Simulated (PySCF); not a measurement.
Gas-phase reaction: Sn(OH)2 + 3 SnF4 + H2 = 4 SnF3 + 2 H2O

Computed with PySCF and rigid-rotor harmonic-oscillator thermochemistry at 1 bar. † marks an energy on the PBE0/def2-TZVP geometry and frequencies. MP2 and CCSD(T) freeze the core. Open shells (unrestricted): SnF3 (multiplicity 2); the rest are closed-shell singlets. Sn: scalar-relativistic def2 core potential, no spin-orbit coupling. Sn(OH)2, SnF3: computed as isolated molecules; such fragments, hydroxides, amides, oligomers or adducts are transient or little studied in the gas. MP2 isn't extrapolated to the basis-set limit. CCSD(T) isn't extrapolated to the basis-set limit.

| level | ΔH°(298 K), kJ |
|---|---|
| BLYP/def2-TZVP† | 231 |
| CCSD(T)/def2-SVP† | 323 |
| CCSD(T)/def2-TZVPP† | 343 |
| HF/def2-TZVP† | 220 |
| M06-2X/def2-TZVP† | 297 |
| MP2/def2-SVP† | (withheld) |
| PBE0/def2-SVP† | (withheld) |
| LDA/def2-TZVP† | (withheld) |
| ωB97M-V/def2-TZVP† | (withheld) |

Task: Some entries are withheld; supply them.

Result: 
- MP2/def2-SVP†, ΔH°(298 K), kJ: 333
- PBE0/def2-SVP†, ΔH°(298 K), kJ: 246
- LDA/def2-TZVP†, ΔH°(298 K), kJ: 291
- ωB97M-V/def2-TZVP†, ΔH°(298 K), kJ: 310
